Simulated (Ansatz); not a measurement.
Ag3Te4⁺, relaxed as a singlet with RKS PBE-D4/def2-SVP in Ansatz, starting from the GFN1-xTB geometry. Force threshold 0.02 eV/Å.

In the def2 sets Ag, Te take a core potential; there is no spin–orbit coupling. The structure comes from a short search, and lower isomers may exist.

Start:

```
atom   x (Å)   y (Å)   z (Å)
 Ag1   1.772  -0.911   0.138
 Ag2   0.893   1.778   0.264
 Ag3  -1.825   0.860   0.654
 Te4  -0.820  -1.879   0.525
 Te5   0.188   0.001   2.292
 Te6  -1.353  -0.404  -1.722
 Te7   1.144   0.556  -2.151
```

Task: Estimate the energy that the relaxation releases and the steps that it takes.

Result: 58.8 kJ/mol, in 9 steps; 40 s on 4 threads of Arm Neoverse V1 on a shared host. No frequencies were taken in this run, so the end may be a saddle point.

Task: Does the start keep its bonding?

Result: Bonds lost: Ag1–Te5 (atoms count from 1). The end is the same structure that another start reached, the lowest one found.

Task: Predict the relaxed structure.

Result: 
```xyz
7

Ag    1.918   -1.256   -0.547
Ag    1.075    1.519    0.511
Ag   -1.995    1.151    0.513
Te   -0.501   -1.955    0.765
Te   -0.304    0.281    2.510
Te   -1.297   -0.588   -1.620
Te    1.104    0.849   -2.132
```
Bond lengths (bridged metal pairs left out): 6 × Ag–Te 2.73 to 2.84 Å; 3 × Te–Te 2.84 to 2.86 Å.
